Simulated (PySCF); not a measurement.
Isomers of C7H6 (triplet state). Theory: PBE0-D3(BJ)/def2-SVP geometry optimisation, gas phase in PySCF 2.14.0. Energies are electronic, without zero-point or thermal terms, for one conformer each. No frequencies were run at this level. Point groups hold within 0.08 Å. The open-shell SCF solutions weren't tested for stability.

Question: Rank from lowest to highest electronic energy at this level (kcal/mol).
A. `[CH2:1][c:2]1[c:3][cH:4][cH:5][cH:6][cH:7]1` (triplet state) with H–C1–C2–C3 0° and 180°
B. `[CH2]c1cc[c]cc1` (alpha,4-didehydrotoluene) [triplet]

Answer: A (0.0), B (0.2).

Neighbours under 5.0 kcal/mol apart ([CH2]c1[c]cccc1 and [CH2]c1cc[c]cc1) can change places with a better method, another conformer or zero-point energy.

```tsv
SMILES	E (Eh)	E rel (kcal/mol)	dipole (D)	point group	A, B, C (MHz)	⟨S²⟩
[CH2]c1[c]cccc1	-269.72303	0.0	0.76	Cs	5929, 2682, 1847	2.073
[CH2]c1cc[c]cc1	-269.72277	0.2	0.74	C2v	5444, 2880, 1883	2.071
```

As an exercise, what shares would exp(−E/RT) give at 298.15 K from these electronic energies alone (no entropy, no degeneracies)?

RT = 0.592 kcal/mol: [CH2]c1[c]cccc1 56.8 %, [CH2]c1cc[c]cc1 43.2 %.
